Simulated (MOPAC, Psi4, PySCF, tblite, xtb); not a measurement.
Dimer HBr ··· CH3F (SMILES Br and CF) at R = 3.86 Å between the centres of mass, closest contact 2.92 Å (a random orientation, not optimised). Geometry in Å and degrees:

```
F
C 1 1.3892
H 2 1.0908 1 108.81
H 2 1.0908 3 110.12 1 119.19
H 2 1.0908 3 110.12 4 121.62
H 1 2.9169 2 139.97 3 15.62
Br 6 1.4248 1 103.07 2 17.12
```

GFN2-xTB (tblite); SAPT0/jun-cc-pVDZ, frozen core (Psi4); PBE/def2-TZVP, counterpoise-corrected (Psi4); PBE-D3(BJ)/def2-TZVP, counterpoise-corrected (Psi4); wB97X-D/def2-TZVP, counterpoise-corrected (Psi4); HF/aug-cc-pVTZ, counterpoise-corrected (Psi4); MP2/aug-cc-pVTZ = DF-MP2/aug-cc-pVTZ, frozen core, counterpoise-corrected run with Psi4 1.11; SCS-MP2/aug-cc-pVTZ = DF-SCS-MP2/aug-cc-pVTZ, frozen core, counterpoise-corrected (Psi4); PM6, restricted, heats of formation (MOPAC); AM1, restricted, heats of formation (MOPAC); GFN1-xTB (xtb); RKS-B3LYP/6-31G* = restricted B3LYP/6-31G*, spherical d, no counterpoise correction (PySCF 2.14.0); RKS-B3LYP/LANL2DZ = restricted B3LYP/LANL2DZ, with its core potentials past Ne, no counterpoise correction run with PySCF; RMP2/6-31G* = restricted MP2 (frozen core)/6-31G*, spherical d, no counterpoise correction (PySCF); RKS-LDA (SVWN5)/6-31G* = PySCF with restricted LDA (SVWN5)/6-31G*, spherical d, no counterpoise correction.

Q: What interaction energy does each level give?

A: 
```
method                  E_int / kJ/mol
----------------------  --------------
RKS-LDA (SVWN5)/6-31G*           -9.79
GFN2-xTB                         -9.73
RMP2/6-31G*                      -7.04
RKS-B3LYP/6-31G*                 -5.93
RKS-B3LYP/LANL2DZ                -5.54
PBE-D3(BJ)/def2-TZVP             -5.11
SAPT0/jun-cc-pVDZ                -4.95
MP2/aug-cc-pVTZ                  -4.81
wB97X-D/def2-TZVP                -4.11
SCS-MP2/aug-cc-pVTZ              -3.90
GFN1-xTB                         -3.85
PBE/def2-TZVP                    -3.10
PM6                              -2.13
AM1                              -2.12
HF/aug-cc-pVTZ                   -1.83
```
